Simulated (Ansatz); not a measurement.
## Molecular dynamics, step by step

GeSiH8 (SMILES [SiH4].[GeH4]), singlet, PBE0-D4/def2-SVP (Ansatz 0.2.0). Settings (timestep in fs, temperature in K; T counts 24 degrees of freedom):

```yaml
hamiltonian: {xc: pbe0, dispersion: d4}
md: {n_steps: 40, timestep: 0.5, temperature: 1000, ensemble: nvt_nose_hoover, seed: 977, initial_velocities: maxwell_boltzmann}
```

Start (the SMILES describes the start alone):

Si1  (0.118, 0.034, -2.057)
H2  (-0.004, -1.370, -1.592)
H3  (-0.254, 0.115, -3.493)
H4  (1.517, 0.498, -1.880)
H5  (-0.794, 0.897, -1.263)
Ge6  (-0.119, -0.035, 2.058)
H7  (-1.273, -0.852, 1.465)
H8  (0.308, -0.645, 3.400)
H9  (-0.572, 1.415, 2.274)
H10  (1.072, -0.057, 1.089)
(Å)

```tsv
step	time (fs)	potential energy less the start (meV)	kinetic energy (meV)	T (K)
0	0.00	0.0	1034.1	1000
2	1.00	41.7	992.7	960
4	2.00	164.3	871.2	843
6	3.00	297.5	739.3	715
8	4.00	372.1	665.0	643
10	5.00	371.4	665.2	643
12	6.00	328.8	707.2	684
14	7.00	289.9	745.8	721
16	8.00	287.1	748.8	724
18	9.00	331.7	704.7	681
20	10.00	407.6	629.8	609
22	11.00	470.0	568.7	550
24	12.00	466.7	572.6	554
26	13.00	379.8	659.4	638
28	14.00	247.9	790.7	765
30	15.00	144.4	893.8	864
32	16.00	127.9	911.0	881
34	17.00	202.6	838.0	810
36	18.00	312.7	729.9	706
38	19.00	379.8	664.2	642
40	20.00	364.4	679.9	658
```

Step 10, positions (Å) and forces (eV/Å):

```csv
atom,x,y,z,Fx,Fy,Fz
Si1,0.119,0.032,-2.080,-0.388,0.084,-0.773
H2,-0.202,-1.396,-1.621,0.405,0.552,-0.315
H3,-0.036,0.204,-3.631,0.127,-0.313,1.098
H4,1.571,0.463,-1.756,-0.988,-0.201,0.075
H5,-1.039,0.855,-1.485,0.854,-0.122,-0.079
Ge6,-0.117,-0.031,2.066,0.414,-2.105,-0.029
H7,-1.378,-0.907,1.572,1.001,0.593,0.100
H8,0.384,-0.679,3.415,-0.127,0.088,-0.538
H9,-0.602,1.290,2.482,-0.381,1.380,0.063
H10,1.142,-0.010,1.085,-0.919,0.045,0.398
```

Step 16, positions (Å) and forces (eV/Å):

```
atom       x       y       z      Fx      Fy      Fz
 Si1   0.119   0.031  -2.096  -0.874   0.087  -0.635
  H2  -0.283  -1.359  -1.669   0.442   0.095  -0.212
  H3   0.109   0.227  -3.607   0.001  -0.321   0.437
  H4   1.507   0.421  -1.673  -0.372   0.035   0.298
  H5  -1.105   0.820  -1.625   0.816   0.105   0.114
 Ge6  -0.115  -0.033   2.070  -0.435   0.396   1.298
  H7  -1.341  -0.880   1.648   0.296   0.150  -0.284
  H8   0.417  -0.691   3.370   0.006  -0.051  -0.144
  H9  -0.662   1.368   2.613   0.409  -0.633  -0.662
 H10   1.092   0.023   1.121  -0.289   0.137  -0.210
```

Step 38, positions (Å) and forces (eV/Å):

```tsv
atom	x	y	z	Fx	Fy	Fz
Si1	0.102	0.027	-2.164	0.610	-0.088	-0.083
H2	-0.352	-1.413	-1.919	0.182	0.588	-0.116
H3	0.660	0.150	-3.618	-0.403	-0.047	1.025
H4	1.216	0.366	-1.119	-0.779	-0.181	-0.924
H5	-1.086	0.958	-1.971	0.421	-0.265	-0.073
Ge6	-0.113	-0.029	2.102	0.828	-2.627	-1.209
H7	-1.363	-0.916	1.596	0.931	0.621	0.224
H8	0.608	-0.824	3.254	-0.232	0.244	-0.452
H9	-0.595	1.207	2.637	-0.803	2.018	0.810
H10	0.937	0.259	0.925	-0.754	-0.265	0.798
```

Last step (40):

Si1  (0.101, 0.027, -2.171)
H2  (-0.347, -1.422, -1.946)
H3  (0.704, 0.136, -3.611)
H4  (1.170, 0.362, -1.082)
H5  (-1.079, 0.987, -1.992)
Ge6  (-0.112, -0.029, 2.106)
H7  (-1.359, -0.916, 1.577)
H8  (0.625, -0.837, 3.239)
H9  (-0.598, 1.225, 2.641)
H10  (0.909, 0.280, 0.910)
(Å)

Hardware: 4 CPU threads of an AMD EPYC 9R45, shared host. Wall time about 15 s.
